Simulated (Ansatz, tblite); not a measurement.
Removing an electron: SiEt2F2 (C4H10F2Si). The state is a singlet with charge 0. Geometry: PBE0-D4/def2-SVP. Ansatz, gas phase; energy differences of separate SCF runs; the oxidised species was run as a doublet alone.

Cartesian coordinates in Å:
```
Si -0.272 0.188 0.151
C -0.591 -1.228 -1.006
C -2.064 -1.615 -1.127
H 0.012 -2.086 -0.659
H -0.176 -0.953 -1.992
H -2.207 -2.457 -1.821
H -2.479 -1.910 -0.152
H -2.668 -0.772 -1.497
C 1.506 0.649 0.420
C 1.708 1.825 1.376
H 1.949 0.867 -0.568
H 2.031 -0.250 0.789
H 2.775 2.062 1.508
H 1.208 2.731 1.003
H 1.289 1.605 2.370
F -0.946 -0.153 1.591
F -1.075 1.496 -0.387
```

The xTB rows come from tblite. Correlated methods freeze 11 core orbitals. The rows differ in basis, and correlated rows in double-zeta sets carry the largest basis error.

```json
{"level": "GFN1-xTB", "−HOMO (eV)": "11.53", "vertical IE (eV)": "14.18", "−LUMO (eV)": "4.36", "HOMO–LUMO gap (eV)": "7.18"}
{"level": "HF/def2-SVP", "−HOMO (eV)": "–", "vertical IE (eV)": "10.41", "−LUMO (eV)": "–", "HOMO–LUMO gap (eV)": "–"}
{"level": "PBE0-D4/def2-TZVP", "−HOMO (eV)": "8.31", "vertical IE (eV)": "10.21", "−LUMO (eV)": "-0.80", "HOMO–LUMO gap (eV)": "9.11"}
{"level": "BHLYP-D4/def2-TZVP", "−HOMO (eV)": "9.62", "vertical IE (eV)": "10.55", "−LUMO (eV)": "-1.42", "HOMO–LUMO gap (eV)": "11.03"}
{"level": "CCSD/def2-SVP", "−HOMO (eV)": "–", "vertical IE (eV)": "10.64", "−LUMO (eV)": "–", "HOMO–LUMO gap (eV)": "–"}
```

Question: Estimate the rows for GFN2-xTB, PBE-D4/def2-TZVP, MP2/def2-SVP, CCSD(T)/def2-SVP.

Answer: 
```json
{"level": "GFN2-xTB", "−HOMO (eV)": "11.03", "vertical IE (eV)": "13.69", "−LUMO (eV)": "4.23", "HOMO–LUMO gap (eV)": "6.81"}
{"level": "PBE-D4/def2-TZVP", "−HOMO (eV)": "6.96", "vertical IE (eV)": "9.74", "−LUMO (eV)": "0.02", "HOMO–LUMO gap (eV)": "6.94"}
{"level": "MP2/def2-SVP", "−HOMO (eV)": "–", "vertical IE (eV)": "10.62", "−LUMO (eV)": "–", "HOMO–LUMO gap (eV)": "–"}
{"level": "CCSD(T)/def2-SVP", "−HOMO (eV)": "–", "vertical IE (eV)": "10.55", "−LUMO (eV)": "–", "HOMO–LUMO gap (eV)": "–"}
```

Relaxing the oxidised species (PBE0-D4/def2-SVP) changes its energy by -0.60 eV at PBE0-D4/def2-TZVP, so the adiabatic ionisation energy to this nearest minimum is 9.60 eV. At PBE-D4/def2-TZVP it is 9.28 eV.    Raw xTB energy differences between charge states are shifted by several eV; the methods need an empirical correction for them.
